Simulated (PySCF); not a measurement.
Species: C3H7ClO3Si2.
SMILES with atom numbers: `[O:1]=[CH:2][O:3][C@@H:4]1[CH2:5][SiH2:6][O:7][Si@@H:8]1[Cl:9]`

NICS is the negative of the GIAO shielding at a point without a nucleus: at the ring centre (0) and 1 Å above and below it (1); zz is the component along the ring normal. Level: GIAO PBE0/pcSseg-1 (PySCF, non-relativistic, gas phase) on the GFN2-xTB geometry, one conformer.

Ring bond lengths (Å), with Mayer bond orders in brackets: C4–C5 1.522 (1.03), C5–Si6 1.916 (0.88), Si6–O7 1.631 (0.95), O7–Si8 1.654 (0.91), Si8–C4 1.932 (0.80).

Q: Give the NICS values of each ring in ppm.

A: 
```
            ring                                                      type  NICS(0)  NICS(1), two faces  NICS(1)zz, two faces  rms pucker (Å)  centre to ring atoms, mean (Å)
C4–C5–Si6–O7–Si8  5-membered ring with O and 2 Si; formal bonds all single     -5.1         -3.7 / -2.3            -2.4 / 0.3            0.17                            1.45
```

Q: What can be read from them?

A: 
- C4–C5–Si6–O7–Si8: mean NICS(1)zz -1.1 ppm, near zero. C4, C5, Si6, Si8 have four or more neighbours, so the value isn't read as a sign of a π ring current.

Q: What is the mean of the two in-plane components of NICS at the first NICS(1) probe listed for ring C4–C5–Si6–O7–Si8, 1 Å off the ring?

A: The isotropic value is a third of the trace: (3 × -3.7 − (-2.4))/2 = -4.4 ppm.

Q: Give the inner angles of the rings and the Hirshfeld charges of the ring atoms.

A: 
- C4–C5–Si6–O7–Si8: C4 109.1° (-0.045 e), C5 105.0° (-0.173 e), Si6 98.7° (+0.413 e), O7 121.4° (-0.325 e), Si8 94.1° (+0.370 e); sum 528.2° against 540° for a flat convex ring.
